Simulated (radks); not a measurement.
Problem. All-electron atom: Ta V in [Xe] 4f14 5d1. All-electron calculation, Dirac Kohn-Sham, PBE, spin-unpolarised, spherical densities, point nucleus; open shells are shared between the two j in proportion to 2j + 1. Program: a radial shooting solver on a logarithmic mesh with Libxc functionals. Some entries of the table are withheld. Estimate them.

orbital  occ.  eigenvalue (eV)  <1/r> (bohr^-1)  <r^2> (bohr^2)
1s1/2       2        -67322.06            85.48       0.0004785
2s1/2       2        -11593.96              (1)        0.007315
2p1/2       2        -11080.89            20.71        0.005233
2p3/2       4        -9810.561            17.50        0.006436
3s1/2       2        -2688.364            7.615         0.04785
3p1/2       2              (2)            7.529             (3)
3p3/2       4              (4)            6.699             (5)
3d3/2       4        -1803.262            6.591         0.03932
3d5/2       6        -1743.696            6.394         0.04114
4s1/2       2        -581.7562            3.195          0.2378
4p1/2       2              (6)            3.084          0.2458
4p3/2       4              (7)            2.795          0.2818
4d3/2       4              (8)            2.578          0.3096
4d5/2       6              (9)            2.508          0.3233
5s1/2       2        -114.6925            1.232           1.337
5p1/2       2         -87.1400            1.108           1.619
5p3/2       4         -77.9860            1.013           1.880
4f5/2       6         -67.9640            2.024          0.5003
4f7/2       8         -65.9733            1.994          0.5174
5d3/2     0.4         -41.6729             (10)           3.368
5d5/2     0.6         -40.7296             (11)           3.517

Solution. 
(1) 2s1/2 <1/r> (bohr^-1): 20.76
(2) 3p1/2 eigenvalue (eV): -2460.644
(3) 3p1/2 <r^2> (bohr^2): 0.04397
(4) 3p3/2 eigenvalue (eV): -2187.147
(5) 3p3/2 <r^2> (bohr^2): 0.05060
(6) 4p1/2 eigenvalue (eV): -487.9197
(7) 4p3/2 eigenvalue (eV): -424.9677
(8) 4d3/2 eigenvalue (eV): -270.9390
(9) 4d5/2 eigenvalue (eV): -259.3771
(10) 5d3/2 <1/r> (bohr^-1): 0.7462
(11) 5d5/2 <1/r> (bohr^-1): 0.7281
